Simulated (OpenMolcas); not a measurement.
# Ar2+: effect of the active space

* Program: OpenMolcas
* Method: CASSCF or its RAS form
* Basis: ANO-RCC
* Scalar Hamiltonian: DKH2, point nucleus
* Spin-orbit coupling: RASSI with atomic mean-field integrals over the reference wave functions, term energies averaged over their components

A. 6 electrons in 8 orbitals (3s 3p 4s 4p); 2S+1 = 3 even, 3 roots; 2S+1 = 1 even, 6 roots; 2S+1 = 3 odd, 3 roots; 2S+1 = 1 odd, 3 roots; cost roughly 60 core-seconds
B. 4 electrons in 9 orbitals (RAS2 3p; RAS3 3d 4s, at most 1 electron); 2S+1 = 3 even, 3 roots; 2S+1 = 1 even, 6 roots; 2S+1 = 5 odd, 6 roots; 2S+1 = 3 odd, 54 roots; 2S+1 = 1 odd, 48 roots; cost roughly 60 core-seconds
C. 6 electrons in 9 orbitals (RAS2 3s 3p; RAS3 3d, at most 2 electrons); 2S+1 = 3 even, 3 roots; 2S+1 = 1 even, 7 roots; 2S+1 = 3 odd, 3 roots; 2S+1 = 1 odd, 3 roots; cost roughly 40 core-seconds

Energies in cm-1 above 3s2 3p4 3P2, the measured ground level; measured values from Saloman, J. Phys. Chem. Ref. Data 39, 033101 (2010).

| Level | A | B | C | Measured |
| --- | --- | --- | --- | --- |
| 3s2 3p4 3P2 | 0.0 | 0.0 | 0.0 | 0.0 |
| 3s2 3p4 3P1 | 1023 | 1038 | 1001 | 1112 |
| 3s2 3p4 3P0 | 1451 | 1492 | 1433 | 1570 |
| 3s2 3p4 1D2 | 16812 | 16987 | 16140 | 14010 |
| 3s2 3p4 1S0 | 31033 | 41525 | 35068 | 33266 |

Deviations, from unrounded energies. A percentage is the sum of absolute deviations over the sum of measured energies, with the sign that they share, or ± where signs differ.

```json
{"Against measurement": "mean absolute deviation (cm-1)", "Levels": "4", "A": "1300", "B": "2800", "C": "1000"}
{"Against measurement": "fine structure of the ground term (%)", "Levels": "2", "A": "-7.8", "B": "-5.7", "C": "-9.3"}
{"Against measurement": "other terms of the ground configuration (%)", "Levels": "2", "A": "±10.7", "B": "+23.8", "C": "+8.3"}
```

C lies closest to measurement on these levels and B furthest from it. The largest miss of C in the table is 3s2 3p4 1D2, by +2100 cm-1. The ranking rests on the paired levels alone, and a cruder setting can come out closer through cancelling errors.

Among A to C the level of the table that moves most is 3s2 3p4 1S0, by 10000 cm-1 (lowest in A, highest in B).

Active for correlation alone: 4p 4s; no level in the range computed is led by a configuration that fills them, so any true level of that kind is missing (holds for A). With the s shell closed, the reference lacks s² → p² mixing (holds for B). The run also gave levels led by 3s 3p4 3d, 3s2 3p3 3d, which use shells meant for correlation; these and all levels above them are left out (holds for C). Measured partners are found by configuration, term and J. A level has none where our copy of the source lacks it or the pairing is in doubt (some pairs that miss far off the trend of their configuration count as doubtful), and it then counts in no deviation. Levels of configurations outside the active space are missing. Levels that lie high or do not pair safely by name in every column are left out.
